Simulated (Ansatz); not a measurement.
```yaml
crystal:
  periodic: [false, false, false]
  atoms:
    - {symbol: C, position_ang: [2.291371, 6.949497, 2.942680]}
    - {symbol: C, position_ang: [-0.120404, 4.600484, 2.837860]}
    - {symbol: C, position_ang: [-3.083944, 5.849653, 3.731177]}
    - {symbol: C, position_ang: [-0.210219, 3.331400, -0.235010]}
    - {symbol: O, position_ang: [-1.941248, 4.130893, -2.077482]}
    - {symbol: C, position_ang: [2.048554, 0.960008, -0.947447]}
    - {symbol: C, position_ang: [1.105797, -1.968173, 0.391959]}
    - {symbol: O, position_ang: [1.263883, -2.318679, 3.017428]}
    - {symbol: C, position_ang: [-0.033626, -4.354506, -1.669855]}
    - {symbol: C, position_ang: [-0.974029, -7.018072, 0.126479]}
    - {symbol: C, position_ang: [2.444937, -5.229888, -3.780296]}
    - {symbol: C, position_ang: [-2.650558, -3.150319, -3.413832]}
    - {symbol: H, position_ang: [4.444757, 6.076143, 2.329488]}
    - {symbol: H, position_ang: [1.765858, 8.765817, 1.457416]}
    - {symbol: H, position_ang: [2.471184, 7.833059, 5.169045]}
    - {symbol: H, position_ang: [0.512620, 2.806762, 4.317065]}
    - {symbol: H, position_ang: [-2.964873, 6.766420, 5.948997]}
    - {symbol: H, position_ang: [-3.765429, 7.587147, 2.220824]}
    - {symbol: H, position_ang: [-4.786676, 4.155941, 3.709072]}
    - {symbol: H, position_ang: [4.153449, 1.522196, 0.064851]}
    - {symbol: H, position_ang: [2.283227, 0.846894, -3.325109]}
    - {symbol: H, position_ang: [-2.707543, -6.444074, 1.684182]}
    - {symbol: H, position_ang: [-1.803571, -8.731985, -1.340752]}
    - {symbol: H, position_ang: [0.861815, -7.913367, 1.387217]}
    - {symbol: H, position_ang: [1.679024, -7.012813, -5.199444]}
    - {symbol: H, position_ang: [3.122325, -3.415737, -5.200433]}
    - {symbol: H, position_ang: [4.374934, -6.018140, -2.582419]}
    - {symbol: H, position_ang: [-4.474705, -2.579458, -1.956814]}
    - {symbol: H, position_ang: [-3.423835, -4.837778, -4.942278]}
    - {symbol: H, position_ang: [-2.094057, -1.190870, -4.683708]}
basis:
  gaussian: {orbitals: x2c-TZVPPall, final_grid: {core_spheres: 20, valence_spheres: 16, degree: 47}, point_charges: [{charge: 2.00, position_ang: [5.469, 0.626, -0.686]}]}
hamiltonian: {xc: {name: PBE-QIDH}}
scf: {lower_state_search: light}
output: {forces: true}
```

```sh
$ ansatz run in.yaml --threads 11 --pin off --events-out ev --progress --plain --max-ram 120832MiB --backend cuda --devices 0, --max-vram 75GiB
```

Output, abridged:

```
Functional definition: PBE-QIDH
3538 factors; integrals over basis functions are off by at most 1.8e-3 eV
mean field evaluation 1: about -14371.9044 eV, gradient 1.8e2 eV
mean field evaluation 2: about -14372.3636 eV, gradient 1.8e2 eV
mean field evaluation 4: about -13806.8033 eV, gradient 2.8e2 eV
mean field evaluation 8: about -14549.6389 eV, gradient 5.2e1 eV
mean field evaluation 16: about -14577.7843 eV, gradient 8.5e-1 eV
mean field evaluation 32: about -14578.0345 eV, gradient 7.0e-6 eV
mean field -14578.03453792 eV, -535.7328879217 hartree, gradient 5.1e-6 eV, S^2 0.000000; 9 other end points of the search recorded, 0 dependent functions left out; unrestricted orbitals would lower it
12 core orbitals not correlated: weight in the atoms' cores, before any rotation towards them, 1.000 or more for the frozen orbitals, at most 0.000 for the correlated occupied ones
reference -14578.03458558 eV, -535.7328896735 hartree; 35, 35 occupied and 577, 577 virtual orbitals, 3538 factors
second order -82.24499326 eV of doubles, -0.00000000 eV of singles
Total energy: -14605.44958334 eV, -536.7403722583 hartree
Relativity: scalar
Atom 0 at     2.291371     6.949497     2.942680 Å, force     1.022014     1.077807     0.095610 eV/Å
Atom 1 at    -0.120404     4.600484     2.837860 Å, force     0.555582    -0.862750     1.233967 eV/Å
Atom 2 at    -3.083944     5.849653     3.731177 Å, force    -1.505787     0.605320     0.421360 eV/Å
Atom 3 at    -0.210219     3.331400    -0.235010 Å, force    -1.135674     0.662234    -0.983461 eV/Å
Atom 4 at    -1.941248     4.130893    -2.077482 Å, force     1.329311    -0.684885     1.323053 eV/Å
Atom 5 at     2.048554     0.960008    -0.947447 Å, force     0.411106    -0.079414    -5.205537 eV/Å
Atom 6 at     1.105797    -1.968173     0.391959 Å, force     0.116301    -0.212472     1.789235 eV/Å
Atom 7 at     1.263883    -2.318679     3.017428 Å, force    -0.044407     0.309332    -2.036969 eV/Å
Atom 8 at    -0.033626    -4.354506    -1.669855 Å, force    -0.444465     0.016019    -0.248356 eV/Å
Atom 9 at    -0.974029    -7.018072     0.126479 Å, force    -0.478279    -1.576682     1.214816 eV/Å
Atom 10 at     2.444937    -5.229888    -3.780296 Å, force     1.431324    -0.398857    -1.212994 eV/Å
Atom 11 at    -2.650558    -3.150319    -3.413832 Å, force    -1.444168     0.575114    -1.089328 eV/Å
Atom 12 at     4.444757     6.076143     2.329488 Å, force    -1.810047     0.746720     0.523787 eV/Å
Atom 13 at     1.765858     8.765817     1.457416 Å, force     0.472316    -1.602676     1.318682 eV/Å
Atom 14 at     2.471184     7.833059     5.169045 Å, force    -0.151380    -0.777169    -1.980017 eV/Å
Atom 15 at     0.512620     2.806762     4.317065 Å, force    -0.573845     1.591922    -1.306576 eV/Å
Atom 16 at    -2.964873     6.766420     5.948997 Å, force    -0.080914    -0.805028    -1.946354 eV/Å
Atom 17 at    -3.765429     7.587147     2.220824 Å, force     0.628304    -1.536232     1.328424 eV/Å
Atom 18 at    -4.786676     4.155941     3.709072 Å, force     1.459967     1.416512     0.015197 eV/Å
Atom 19 at     4.153449     1.522196     0.064851 Å, force     7.159373    -6.016356    -5.276301 eV/Å
Atom 20 at     2.283227     0.846894    -3.325109 Å, force    -0.217900     0.273937     5.857926 eV/Å
Atom 21 at    -2.707543    -6.444074     1.684182 Å, force     1.552871    -0.483140    -1.379833 eV/Å
Atom 22 at    -1.803571    -8.731985    -1.340752 Å, force     0.735023     1.496678     1.229482 eV/Å
Atom 23 at     0.861815    -7.913367     1.387217 Å, force    -1.642230     0.826523    -1.142669 eV/Å
Atom 24 at     1.679024    -7.012813    -5.199444 Å, force     0.668963     1.506924     1.159333 eV/Å
Atom 25 at     3.122325    -3.415737    -5.200433 Å, force    -0.597173    -1.726653     1.372755 eV/Å
Atom 26 at     4.374934    -6.018140    -2.582419 Å, force    -1.671784     0.718049    -1.103336 eV/Å
Atom 27 at    -4.474705    -2.579458    -1.956814 Å, force     1.563393    -0.489405    -1.154900 eV/Å
Atom 28 at    -3.423835    -4.837778    -4.942278 Å, force     0.745939     1.496599     1.377775 eV/Å
Atom 29 at    -2.094057    -1.190870    -4.683708 Å, force    -0.411554    -1.727314     1.142452 eV/Å
Dipole moment:    -6.172171    -3.174087    -0.749237 e Å
```

In this input the geometry is stretched to more than twice its size. The run converged. The result belongs to that input, not to the molecule as meant.
